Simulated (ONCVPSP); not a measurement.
**argon (Ar): ONCV pseudisation with PBE, scalar-relativistic reference atom.**

Ar, optimised norm-conserving Vanderbilt (ONCV), made with ONCVPSP 4.0.1 (PBE, scalar-relativistic). Core [He], reference 2s2 2p6 3s2 3p4 (charge +2). Waves: 2s+3s: rc 0.75 bohr, ncon 4, nbas 7, qcut 12 1/bohr, 2 projectors; 2p+3p: rc 0.65 bohr, ncon 3, nbas 6, qcut 22.5 1/bohr, 2 projectors; d scattering state at 0.3 Ha: rc 0.55 bohr, ncon 3, nbas 7, qcut 19.8 1/bohr, local. Local part: the d channel. Core correction: Teter function, fcfact 4, rcfact 1.4.

Results:

- Cutoffs needed: 201 Ha and 225 Ha (the cutoffs (Ha) at which the residual kinetic energy of the hardest occupied pseudo-wave falls to 1 and 0.1 mHa per electron)
- Ghost test: no bound ghost flagged; no localised positive-energy state flagged
- Largest excitation error: +2.2 meV (all-electron minus pseudo) for 2s2 2p6 3s2 3p6, out of 4 test configurations
- rms error of d²Exc/dni dnj: 2.32 mHa without and 3.12 mHa with the model core

Generation and tests took about 2.5 s on one core of a shared server CPU.
